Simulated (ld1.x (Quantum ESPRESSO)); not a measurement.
## Tb, RRKJ: configuration errors across variants

```
Element                 : terbium
Generator               : ld1.x (Quantum ESPRESSO) 7.5
Type                    : norm-conserving RRKJ (Kleinman–Bylander form)
Functional              : PBE
Relativity              : scalar-relativistic
Frozen core             : [Kr] 4d10
Valence charge          : 19
Reference configuration : 4f9 5s2 5p6 5d0 6s1 6p1
Partial waves           : 5s (bound): rc 1.95 bohr; 5p (bound): rc 2.30 bohr; 5d (bound, empty): rc 2.65 bohr; 4f (bound): rc 0.90 bohr
Local potential         : all-electron potential smoothed inside 1.60 bohr (lloc = -1)
Core correction         : none
```

Occupied shells without a wave of their own: 6p, 6s. They enter only through the test configuration that unscreens the potential.

All-electron excitation energies from the reference (eV): (1) 4f9 5s2 5p6 5d0 6s2 6p0 -2.614; (2) 4f9 5s2 5p6 5d0 6s1 6p0 3.549; (3) 4f9 5s2 5p6 5d0 6s0 6p0 15.074; (4) 4f8 5s2 5p6 5d0 6s0 6p0 40.376; (5) 4f7 5s2 5p6 5d0 6s0 6p0 84.499; (6) 4f9 5s2 5p6 5d0 6s1.5 6p0 -0.162; (7) 4f9 5s2 5p6 5d0.5 6s1.5 6p0 -1.392.

For the base: The 6p, 6s levels have no wave, so the channel is fitted at the deeper level alone: the likely source of the large errors.

Tests that are not counted but printed errors over 1 eV. “all radii scaled by about 1.34 (s 2.62, p 3.08, d 3.56, f 1.20 bohr); local potential all-electron potential smoothed inside 2.14 bohr (lloc = -1)”: all (the test run did not reproduce the reference configuration, from which every error is measured).

2 further variants failed, have other tests or too few solved ones, and are left out.

The file “base” misses its own reference levels by 0.4 eV. The file “all radii scaled by about 1.15 (s 2.24, p 2.64, d 3.04, f 1.04 bohr); local potential all-electron potential smoothed inside 1.84 bohr (lloc = -1)” misses its own reference levels by 0.5 eV. The file “all radii scaled by about 1.34 (s 2.62, p 3.08, d 3.56, f 1.20 bohr); local potential all-electron potential smoothed inside 2.14 bohr (lloc = -1)” misses its own reference levels by 0.6 eV.

Errors AE − PS in meV (a dash: test not solved or not reliable):

```csv
change,(1),(2),(3),(4),(5),(6),(7),bound ghosts
base,+304,-41,-733,-1323,-1758,+164,+138,none
"all radii scaled by about 1.15 (s 2.24, p 2.64, d 3.04, f 1.04 bohr); local potential all-electron potential smoothed inside 1.84 bohr (lloc = -1)",+401,-35,-898,-1545,-1834,+224,+187,none
"all radii scaled by about 1.34 (s 2.62, p 3.08, d 3.56, f 1.20 bohr); local potential all-electron potential smoothed inside 2.14 bohr (lloc = -1)",–,–,–,–,–,–,–,none
```

(1) Give the same row for: all radii scaled by about 1.25 (s 2.44, p 2.88, d 3.32, f 1.12 bohr); local potential all-electron potential smoothed inside 2.00 bohr (lloc = -1).

## Answers

(1) +465, +5.5, -913, -1585, -1932, +280, +228; bound ghosts: none.
